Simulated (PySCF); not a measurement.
Ti(Cl)4, SMILES [Cl][Ti]([Cl])([Cl])[Cl], CAM-B3LYP/def2-SVP optimised geometry.

```
5

Ti    -0.72    -1.01     0.00
Cl    -1.44    -2.03     1.76
Cl    -1.44    -2.03    -1.76
Cl    -1.44     1.01     0.00
Cl     1.44    -1.01     0.00
```

Density from CAM-B3LYP/def2-TZVP (PySCF) at that geometry.

Minimum of the electron density along straight lines between bonded atoms, close to the bond critical point (lines longer than 1.1 times the sum of covalent radii, or with two minima, are not listed):

| bond | length / Å | ρ at the minimum / e bohr⁻³ | ∇²ρ there / e bohr⁻⁵ | position (fraction from the first atom) |
|---|---|---|---|---|
| Ti1–Cl2 | 2.153 | 0.110 | 0.28 | 0.47 |
| Ti1–Cl3 | 2.153 | 0.110 | 0.28 | 0.47 |
| Ti1–Cl4 | 2.153 | 0.110 | 0.28 | 0.47 |
| Ti1–Cl5 | 2.153 | 0.110 | 0.28 | 0.47 |
